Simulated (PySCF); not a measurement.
Choosing a molecule for a target property.

Each SMILES stands for a single optimised conformer of the isolated species, non-relativistic unless stated; the electronic structure was computed with PySCF and density fitting.

The conformers computed, where there is a choice (atom-mapped SMILES and torsion angles):
- `[CH3:1][C:2]#[C:3][C:4](=[S:5])[CH2:6][Cl:7]`: C3–C4–C6–Cl7 38°
- `[CH:1]#[C:2][C@@H:3]([Cl:4])[CH2:5][O+:6]([CH3:7])[CH3:8]`: C2–C3–C5–O6 -62°, C3–C5–O6–C7 -118°
- `[CH2:1]=[C:2]([CH2:3][F:4])[CH2:5][C:6]([F:7])([F:8])[F:9]`: C1–C2–C3–F4 -129°, C1–C2–C5–C6 -86°, C2–C5–C6–F7 -178°
- `[CH2:1]=[CH:2][C@@H:3]1[C@H:4]2[C@@H:5]([C:6]#[N:7])[C@@H:8]12`: C1–C2–C3–C4 -65°
- `[CH3:1][CH:2]([CH3:3])[SiH2:4][CH2:5][F:6]`: C1–C2–Si4–C5 65°, C2–Si4–C5–F6 -69°

The conformers of `N#C[C@@]12C=CC[C@@H]1C2` aren't listed.

(1) Wanted: static isotropic polarisability between 70 au and 78.5 au (PBE0/def2-SVPD) and lowest singlet excitation above 6 eV (TDDFT PBE0/def2-SVPD), at GFN2-xTB geometries. Which candidate meets both?
A. `CC#CC(=S)CCl`
B. `C=C(CF)CC(F)(F)F`
C. `C(#Cn1cccc1)C`
D. `N#C[C@@]12C=CC[C@@H]1C2`
E. `C#C[C@@H](Cl)C[O+](C)C`
F. `C=C[C@@H]1[C@H]2[C@@H](C#N)[C@@H]12`

(2) Wanted: HOMO energy between -10 eV and -7 eV (PBE0/def2-SVPD) and lowest triplet excitation (Tamm–Dancoff) above 4.6 eV (TDA PBE0/def2-SVPD), at GFN2-xTB geometries. Which candidate meets both?
A. `CC#CC(=S)CCl`
B. `CC(C)[SiH2]CF`
C. `C=C(CF)CC(F)(F)F`
D. `C#CCC#C/C=N\C`
E. `C#C[C@@H](Cl)C[O+](C)C`
F. `CC#Cn1cccc1`

Results:

(1) D. Computed values:
```csv
species,static isotropic polarisability,lowest singlet excitation
C=C(CF)CC(F)(F)F,63.4 au,7.17 eV
N#C[C@@]12C=CC[C@@H]1C2,77.8 au,6.20 eV
C=C[C@@H]1[C@H]2[C@@H](C#N)[C@@H]12,79.3 au,6.62 eV
C#C[C@@H](Cl)C[O+](C)C,82.7 au,5.89 eV
C(#Cn1cccc1)C,90.9 au,5.76 eV
CC#CC(=S)CCl,102.6 au,2.12 eV
```

(2) B. Computed values:
| species | HOMO energy | lowest triplet excitation (Tamm–Dancoff) |
| --- | --- | --- |
| C#C[C@@H](Cl)C[O+](C)C | -12.12 eV | 4.92 eV |
| C=C(CF)CC(F)(F)F | -8.24 eV | 4.29 eV |
| CC(C)[SiH2]CF | -8.03 eV | 7.06 eV |
| C#CCC#C/C=N\C | -7.36 eV | 3.58 eV |
| CC#CC(=S)CCl | -6.72 eV | 1.66 eV |
| CC#Cn1cccc1 | -6.40 eV | 4.02 eV |
